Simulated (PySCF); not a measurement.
(E)-1-chloro-1-fluoroprop-1-ene (C₃H₄ClF), SMILES C(=C/C)(/F)Cl.

Geometry optimised at B3LYP-D3(BJ)/def2-SVP.

Level of theory: PBE0/def2-TZVP run with PySCF.

Symmetry labels are those of the subgroup Cs that the program uses (full group Cs).

Computed valence orbital energies around the gap with their symmetry:
| orbital | symmetry | energy (eV) |
|---|---|---|
| HOMO−7 | A" | -13.93 |
| HOMO−6 | A' | -12.06 |
| HOMO−5 | A" | -11.86 |
| HOMO−4 | A' | -11.14 |
| HOMO−3 | A' | -10.78 |
| HOMO−2 | A" | -10.16 |
| HOMO−1 | A' | -9.44 |
| HOMO | A" | -7.18 |
| LUMO | A" | 0.18 |
| LUMO+1 | A' | 0.86 |
| LUMO+2 | A' | 1.32 |
| LUMO+3 | A' | 2.46 |
